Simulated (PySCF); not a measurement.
Cost against size for one kind of job: TDDFT PBE0/def2-SVPD, vertical, gas phase, core orbitals frozen in the response in PySCF 2.14.0, density-fitted response routines; work: 6 singlets by full TDDFT, 2 Tamm–Dancoff triplets, polarisability. Hardware: an Arm Neoverse V1 with one thread, on a shared host. Times come from a shared host and carry two figures at best. Peak memory is the resident size of the whole Python process, interpreter and libraries included.

```
             species (SMILES)  atoms  electrons  basis functions  SCF cycles  wall time  peak memory
              C[N](C)[GaH][F]     12         66              177          12       20 s     0.83 GiB
               C[C@@H](S)CC#N     13         54              183          14          ?            ?
                      CSCCC#N     13         54              183          14          ?            ?
     C[C@@H]1OC(=O)[C@@H]1CCl     15         70              229          14       39 s     0.90 GiB
        [H]/N=C\C=C\CC(F)(F)F     15         70              237          14          ?            ?
N[Si]([SiH3])([SiH3])C(F)(F)F     16         90              245          13       51 s      1.0 GiB
```

Question: Estimate the withheld figures.

Answer: `C[C@@H](S)CC#N`: 21 s, 0.74 GiB; `CSCCC#N`: 20 s, 0.73 GiB; `[H]/N=C\C=C\CC(F)(F)F`: 50 s, 0.96 GiB.
